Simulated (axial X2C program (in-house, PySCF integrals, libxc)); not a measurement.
**Eu⁺: configurations by level of theory**

Calculated with an in-house all-electron X2C program for linear molecules (integrals from PySCF), basis dyall-cv3z (cores contracted in-house), spin-free (one-electron X2C) and two-component (2c, atomic mean-field Coulomb and Gaunt terms). Energies in eV from the lowest row of each column (rows without correlated energies are left out; n/a marks j-coupled starts, which PBE0 does not hold); electrons by l are Mulliken totals of the Hartree–Fock solution, and PBE0 can relax to another configuration under the same block occupation. Coupled cluster uses truncated natural virtuals with an MP2 remainder. Frozen shells in the correlated columns: 4 s, 3 p, 2 d.

Spin-free determinants:

```csv
electrons by l,"M_S, M_L",HF,MP2,CCSD(T),PBE0
s11 p24 d20 f7,"4, 0",0.00,0.00,0.00,0.00
s11 p24 d20 f7,"3, 0",0.18,0.22,0.20,0.31
```

Two-component determinants:

```tsv
electrons by l	2M_J	HF	MP2	CCSD(T)	PBE0
s11 p24 d20 f7	8	0.00	0.00	0.00	0.00
s11 p24 d20 f7	6	0.18	0.20	0.18	0.31
```

Ground level as tabulated from the NIST Atomic Spectra Database (leading term): 2S+1 = 9, L = 0, J = 4.

Spin-free rows of one term, and 2c rows of one J level, should be degenerate; broken spherical symmetry, the missing current term of PBE0 and determinants that mix terms or J levels spread them. The search is wide but not exhaustive and can miss a configuration; gaps between s and d configurations can be off by some tenths of an eV with this basis and core.

The run took 4.2 min on 1 thread of Arm Neoverse V1 (shared host).
